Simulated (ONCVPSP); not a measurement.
**Building the ONCV potential for oxygen (O) (PBE, scalar-relativistic).**

```json
{
  "Element": "oxygen (O)",
  "Generator": "ONCVPSP 4.0.1",
  "Type": "optimised norm-conserving Vanderbilt (ONCV)",
  "Functional": "PBE",
  "Relativity": "scalar-relativistic",
  "Frozen core": "[He]",
  "Valence charge": "6",
  "Reference configuration": "2s2 2p3 (charge +1)",
  "Partial waves": "2s: rc 0.95 bohr, ncon 4, nbas 7, qcut 6.7 1/bohr, 2 projectors, debl 3.6 Ha; 2p: rc 1.20 bohr, ncon 5, nbas 10, qcut 9 1/bohr, 2 projectors, debl 3 Ha; d scattering state at 0.03 Ha: rc 1.20 bohr, ncon 3, nbas 7, qcut 7 1/bohr, 1 projector",
  "Local potential": "polynomial inside 0.85 bohr (lpopt 1, dvloc0 1 Ha)",
  "Core correction": "Teter function, fcfact 4.5, rcfact 1.35"
}
```

Calculated quality:

```
Cutoffs needed             : 101 Ha and 133 Ha (the cutoffs (Ha) at which the residual kinetic energy of the hardest occupied pseudo-wave falls to 1 and 0.1 mHa per electron)
Ghost test                 : no bound ghost flagged; no localised positive-energy state flagged
Largest excitation error   : +321 meV (all-electron minus pseudo) for 2s2 2p1, out of 4 test configurations
rms error of d²Exc/dni dnj : 2.50 mHa without and 2.58 mHa with the model core
```

Generation and tests took about 2.7 s on one core of a shared server CPU.
